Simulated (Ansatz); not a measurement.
Ansatz results at the PBE0-D4/def2-TZVP geometry: HOMO–LUMO gap (PBE0/def2-TZVPP) 6.18 eV; HOMO–LUMO gap (ωB97M-V/def2-TZVPP) 9.95 eV; HOMO–LUMO gap (PBE/def2-TZVPP) 4.21 eV.

Each molecule was computed in one conformer, which needn't be the lowest.

(1) Which molecule gave them?
A. `C=C([SeH])B[SiH3]`
B. `FCC(=S)[SiH2]S`
C. `NC([SiH3])[SiH2]O`
D. `FBC[CH2][AlH2]`

Results:

(1) D. The others give `FCC(=S)[SiH2]S`: 3.99, 8.27, 1.95; `C=C([SeH])B[SiH3]`: 3.90, 7.97, 2.01; `NC([SiH3])[SiH2]O`: 6.67, 10.57, 4.47.
